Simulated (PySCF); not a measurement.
Isomers of C4H8ClSi (doublet state), one GFN2-xTB conformer each. Single-point energies are computed at B3LYP/pcH-1 (PySCF, gas phase, no added dispersion term), electronic only. GFN2-xTB treats the open shell by occupation alone, and not every SCF solution was tested for stability.

Question: Rank them by B3LYP/pcH-1 energy, lowest first (kJ/mol).
A. `[CH2:1]=[CH:2][C@H:3]([Cl:4])[CH:5][SiH3:6]` (doublet state) with C1–C2–C3–Cl4 -110°, C2–C3–C5–Si6 -152°
B. `[CH3:1][CH:2]/[C:3]([Cl:4])=[CH:5]\[SiH3:6]` (doublet state) with C1–C2–C3–Cl4 0°
C. `[CH2:1][CH2:2]/[C:3]([Cl:4])=[CH:5]\[SiH3:6]` (doublet state) with H–C1–C2–C3 105° and -104°, C1–C2–C3–Cl4 179°

Answer: B (0.0), A (62.8), C (98.5).

GFN2-xTB itself gives, in the same order: 0.0, 88.4, 97.9. Both levels put the same isomer lowest; measured from each level's own lowest isomer, the values differ by up to 25.6 kJ/mol (C=C[C@H](Cl)[CH][SiH3]: 88.4 against 62.8).
